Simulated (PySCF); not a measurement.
Excited states of Zn²⁰⁺ (zinc, charge +20)

Ground state [Ne], ¹S. All numbers are calculated (PySCF 2.14, scalar relativity by spin-free X2C-1e, in an even-tempered Gaussian basis (19 s from 0.736 bohr⁻², ratio 2.5; 12 p from 0.96 bohr⁻², ratio 2.5; 7 d from 0.565 bohr⁻², ratio 2.7; 3 f from 45 bohr⁻², ratio 2.7)). Vertical excitation energies in eV without spin-orbit coupling; excited terms of each kind are numbered among those the solver found. Frozen: 1s2.

| term | leading excitation | EOM-EE-CCSD |
| --- | --- | --- |
| 1 3P° | 2p → s | 1059.5 |
| 1 1P° | 2p → s | 1063.4 |
| 1 3S | 2p → p | 1097.0 |
| 1 3D | 2p → p | 1103.8 |
| 1 1D | 2p → p | 1107.0 |
| 1 1P | 2p → p | 1107.5 |
| 1 3P | 2p → p | 1107.6 |
| 1 1S | 2p → p | 1132.2 |
| 2 3P° | 2p → d | 1156.7 |
| 1 3F° | 2p → d | 1159.9 |
| 1 1F° | 2p → d | 1163.5 |
| 1 1D° | 2p → d | 1164.7 |
| 2 3S | 2s → s | 1222.1 |
| 2 1S | 2s → s | 1229.7 |

The solver can miss terms. The 22 highest virtual orbitals were dropped.
